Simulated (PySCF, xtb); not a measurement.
Sn(SH)(SiH3) (H4SSiSn), SMILES [SiH3][Sn][SH] (connectivity only; charge and spin as stated), neutral, multiplicity 1.

xtb with GFN2-xTB at its own geometry gives an orbital gap of 1.98 eV and a dipole moment of 4.87 D.

The structure is a stationary point at B3LYP-D3(BJ)/def2-SVP. The def2 effective core potentials stand for the cores of Sn; spin–orbit coupling is left out. One conformer was computed; it need not be the lowest.

### Question
What does PBE0/def2-TZVPD (PySCF) give? (The exact figures need the calculation; the answer reports its results.)

### Answer
gap 3.56 eV (levels -6.49 and -2.93 eV), dipole 2.08 D.
